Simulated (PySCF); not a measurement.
PySCF input for ClH₄NSi, SMILES N[SiH2]Cl, HF/pcSseg-2. The structure is a stationary point at ωB97X-D3(BJ)/def2-TZVP. One conformer was computed; it need not be the lowest.

```python
import numpy as np
from pyscf import gto, scf, dft
from pyscf.prop.nmr import rhf as nmr

mol = gto.M(
    atom='''
    Si   -0.56083516    0.48499845   -0.00000000
    N     0.58202633    1.74851122   -0.00000000
    Cl    0.25250863   -1.41828256   -0.00000000
    H    -1.36618661    0.57795894   -1.23236324
    H    -1.36618661    0.57795893    1.23236324
    H     1.10861721    1.96266439    0.83225559
    H     1.10861720    1.96266439   -0.83225558
    ''',
    basis='pcSseg-2',
    charge=0,
    spin=0,
    max_memory=1600,
    verbose=3,
)
mf = scf.RHF(mol).density_fit(auxbasis='def2-universal-jkfit')
mf.conv_tol = 1e-10
mf.max_cycle = 100
mf.kernel()
n = nmr.NMR(mf)
n.verbose = 2
n.max_cycle_cphf = 60
sigma = n.kernel()
print('atom   isotropic/ppm   span/ppm')
for i, s in enumerate(sigma):
    w = np.linalg.eigvalsh((s + s.T) / 2)
    print(f'{mol.atom_symbol(i):2s}{i + 1:3d} {w.mean():14.3f} {w[2] - w[0]:11.3f}')
```

Program output:

```
converged SCF energy = -805.354017241558
atom   isotropic/ppm   span/ppm
Si  1        412.956      67.141
N   2        240.824      31.124
Cl  3        931.136     245.687
H   4         27.119       9.646
H   5         27.119       9.646
H   6         30.532      17.196
H   7         30.532      17.196
```

Self-consistency was reached.

Cost: about 29 core-seconds (a rough figure).
